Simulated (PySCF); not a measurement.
C₄H₂BrCl, SMILES C#C/C(Br)=C\Cl. The structure is a stationary point at PBE-D3(BJ)/def2-SVP. The structure was generated by enumeration; whether it is a known compound was not checked.

Problem. Give the equilibrium geometry at PBE-D3(BJ)/def2-SVP (PySCF confirms it by a frequency run) as Cartesian coordinates in Å, and its point group. (Estimate from the structure and the level; the computed values follow.)

Solution. point group Cs.
```xyz
8

C      2.6977     0.6941     0.0000
C      1.4978     0.4405     0.0000
C      0.1228     0.1207     0.0000
Br    -0.3095    -1.7489     0.0000
C     -0.9110     1.0039     0.0000
Cl    -0.6708     2.7091     0.0000
H      3.7538     0.9259     0.0000
H     -1.9601     0.6760     0.0000
```
